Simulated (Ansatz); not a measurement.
An input meant for Al(PF3)H3 (AlPH₃F₃) (charge 0, singlet).

```yaml
crystal:
  periodic: [false, false, false]
  atoms:
    - {symbol: Al, position_ang: [-0.005504, 0.005641, -1.496532]}
    - {symbol: P, position_ang: [-0.003428, -0.000578, 1.010707]}
    - {symbol: F, position_ang: [-1.380481, 0.080984, 1.772946]}
    - {symbol: F, position_ang: [0.774679, 1.150788, 1.753843]}
    - {symbol: F, position_ang: [0.623433, -1.250905, 1.736489]}
    - {symbol: H, position_ang: [1.588689, -0.045749, -1.572685]}
    - {symbol: H, position_ang: [-0.755581, 1.410046, -1.606740]}
    - {symbol: H, position_ang: [-0.841797, -1.350238, -1.598027]}
basis:
  gaussian: {orbitals: ANO-RCC-VTZP}
hamiltonian: {xc: {name: LC-wPBE}}
scf: {max_iter: 3}
```

```sh
$ ansatz run in.yaml --threads 4 --pin off --events-out ev --progress --plain --max-ram 3916MiB
```

Problem. Predict how Ansatz answers.

Solution. The input was rejected before any iteration. The input holds a key that doesn't belong there.
```
Error: invalid value for `basis.gaussian`: such a run doesn't read scf.max_iter; remove what it names
```
